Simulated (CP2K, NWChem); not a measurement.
# A ladder of methods for TlF (SMILES [F][Tl])

TlF: 2 atoms, total charge 0, spin state singlet. As SMILES, `[F][Tl]`. The bond length is the measured one.

```xyz
2

F     0.0000    0.0000    0.0000
Tl    0.0000    0.0000    2.0844
```

Quantity: the vertical ionisation energy (to the doublet cation), in eV. The values are calculated.

```
                                level                    kind  program  value (eV)  CPU time (all runs)
                                  PM3          semi-empirical     CP2K       10.98            under 2 s
                     M06-2X/jorge-DZP         hybrid meta-GGA   NWChem        9.36                 62 s
                     M06-2X/jorge-TZP         hybrid meta-GGA   NWChem        9.58              1.7 min
      M06-2X/LANL2DZ (core potential)         hybrid meta-GGA   NWChem        9.79                5.6 s
    M06-2X/SBKJC-VDZ (core potential)         hybrid meta-GGA   NWChem       10.33                8.5 s
  CAM-B3LYP/def2-SVP (core potential)  range-separated hybrid   NWChem       10.29                 22 s
 CAM-B3LYP/def2-SVPD (core potential)  range-separated hybrid   NWChem       11.97                 40 s
CAM-B3LYP/def2-TZVPD (core potential)  range-separated hybrid   NWChem       11.89              4.2 min
 CAM-B3LYP/def2-TZVP (core potential)  range-separated hybrid   NWChem       11.84              2.5 min
```

All-electron rows without a relativistic Hamiltonian named are non-relativistic, while core potentials hold scalar relativity, so basis and relativity change together. Spin-orbit coupling, which can split open shells on such heavy atoms by tenths of an eV, is left out. The values span 9.36 to 11.97 eV. Times are those of the runs behind each value, whatever else they computed, on shared processors of several kinds: orders of magnitude only.
